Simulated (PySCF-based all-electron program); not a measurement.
## Forces on CH₄Mo, singlet in several shapes

All-electron Kohn–Sham DFT on the free molecule, computed near the basis limit with an in-house program on PySCF integrals; Koelling–Harmon scalar relativity, no spin–orbit coupling, spin-restricted. Forces are good to about 0.013 eV/Å. In part, a faulty basis table may shift these forces by a few meV per angstrom. Atoms are numbered as listed.

Shape A:

```xyz
6

Mo    0.0000    0.0000    0.0000
C     0.0000    0.0000    1.7130
H     0.0000    0.0000    2.8070
H     1.7020    0.0000   -0.0832
H    -0.8510    1.4740   -0.0832
H    -0.8510   -1.4740   -0.0832
```

PBE forces:

```
atom      Fx      Fy  Fz (eV/Å)
 Mo1   0.000   0.000      0.065
  C2   0.000   0.000     -0.023
  H3   0.000   0.000     -0.011
  H4  -0.004   0.000     -0.010
  H5   0.002  -0.003     -0.010
  H6   0.002   0.003     -0.010
```

What forces does LDA give in shape A?

The forces move by 0.380 eV/Å (r.m.s. over the atoms) from PBE.

| atom | Fx | Fy | Fz (eV/Å) |
| --- | --- | --- | --- |
| Mo1 | 0.000 | 0.000 | 0.534 |
| C2 | 0.000 | 0.000 | -0.777 |
| H3 | 0.000 | 0.000 | 0.080 |
| H4 | -0.144 | 0.000 | 0.054 |
| H5 | 0.072 | -0.124 | 0.054 |
| H6 | 0.072 | 0.124 | 0.054 |

What forces does PBEsol give in shape A?

The forces move by 0.214 eV/Å (r.m.s. over the atoms) from PBE.

```json
{"atom": "Mo1", "Fx": "0.000", "Fy": "0.000", "Fz (eV/Å)": "0.256"}
{"atom": "C2", "Fx": "0.000", "Fy": "0.000", "Fz (eV/Å)": "-0.470"}
{"atom": "H3", "Fx": "0.000", "Fy": "0.000", "Fz (eV/Å)": "0.105"}
{"atom": "H4", "Fx": "-0.083", "Fy": "0.000", "Fz (eV/Å)": "0.036"}
{"atom": "H5", "Fx": "0.042", "Fy": "-0.072", "Fz (eV/Å)": "0.036"}
{"atom": "H6", "Fx": "0.042", "Fy": "0.072", "Fz (eV/Å)": "0.036"}
```

Shape B:

```json
{"atom": "Mo", "x (Å)": "0.0000", "y (Å)": "0.0000", "z (Å)": "0.0000"}
{"atom": "C", "x (Å)": "0.0000", "y (Å)": "0.0000", "z (Å)": "1.8843"}
{"atom": "H", "x (Å)": "0.0000", "y (Å)": "0.0000", "z (Å)": "2.9783"}
{"atom": "H", "x (Å)": "1.7020", "y (Å)": "0.0000", "z (Å)": "-0.0832"}
{"atom": "H", "x (Å)": "-0.8510", "y (Å)": "1.4740", "z (Å)": "-0.0832"}
{"atom": "H", "x (Å)": "-0.8510", "y (Å)": "-1.4740", "z (Å)": "-0.0832"}
```

Against shape A, Mo1–C2 goes from 1.713 to 1.884 Å.

What forces does PBE give in shape B?



```csv
atom,Fx,Fy,Fz (eV/Å)
Mo1,0.000,0.000,5.340
C2,0.000,0.000,-5.272
H3,0.000,0.000,0.027
H4,-0.079,0.000,-0.032
H5,0.040,-0.068,-0.032
H6,0.040,0.068,-0.032
```

Shape C:

```
atom    x (Å)    y (Å)    z (Å)
  Mo   0.0000   0.0000   0.0000
   C   0.0000   0.0000   1.5417
   H   0.0000   0.0000   2.6357
   H   1.7020   0.0000  -0.0832
   H  -0.8510   1.4740  -0.0832
   H  -0.8510  -1.4740  -0.0832
```

Against shape A, Mo1–C2 goes from 1.713 to 1.542 Å.

What forces does PBE give in shape C?



```json
{"atom": "Mo1", "Fx": "0.000", "Fy": "0.000", "Fz (eV/Å)": "-11.273"}
{"atom": "C2", "Fx": "0.000", "Fy": "0.000", "Fz (eV/Å)": "11.224"}
{"atom": "H3", "Fx": "0.000", "Fy": "0.000", "Fz (eV/Å)": "0.008"}
{"atom": "H4", "Fx": "0.093", "Fy": "0.000", "Fz (eV/Å)": "0.014"}
{"atom": "H5", "Fx": "-0.046", "Fy": "0.080", "Fz (eV/Å)": "0.014"}
{"atom": "H6", "Fx": "-0.046", "Fy": "-0.080", "Fz (eV/Å)": "0.014"}
```

What forces does LDA give in shape C?

The forces move by 0.457 eV/Å (r.m.s. over the atoms) from PBE.

```json
{"atom": "Mo1", "Fx": "0.000", "Fy": "0.000", "Fz (eV/Å)": "-10.656"}
{"atom": "C2", "Fx": "0.000", "Fy": "0.000", "Fz (eV/Å)": "10.337"}
{"atom": "H3", "Fx": "0.000", "Fy": "0.000", "Fz (eV/Å)": "0.092"}
{"atom": "H4", "Fx": "-0.058", "Fy": "0.000", "Fz (eV/Å)": "0.076"}
{"atom": "H5", "Fx": "0.029", "Fy": "-0.050", "Fz (eV/Å)": "0.076"}
{"atom": "H6", "Fx": "0.029", "Fy": "0.050", "Fz (eV/Å)": "0.076"}
```

What forces does PBEsol give in shape C?

The forces move by 0.223 eV/Å (r.m.s. over the atoms) from PBE.

```csv
atom,Fx,Fy,Fz (eV/Å)
Mo1,0.000,0.000,-11.059
C2,0.000,0.000,10.764
H3,0.000,0.000,0.118
H4,0.007,0.000,0.059
H5,-0.004,0.006,0.059
H6,-0.004,-0.006,0.059
```

What forces does HSE06 give in shape C?

The forces move by 0.505 eV/Å (r.m.s. over the atoms) from PBE.

| atom | Fx | Fy | Fz (eV/Å) |
| --- | --- | --- | --- |
| Mo1 | 0.000 | 0.000 | -10.320 |
| C2 | 0.000 | 0.000 | 10.511 |
| H3 | 0.000 | 0.000 | -0.239 |
| H4 | -0.038 | 0.000 | 0.016 |
| H5 | 0.019 | -0.033 | 0.016 |
| H6 | 0.019 | 0.033 | 0.016 |
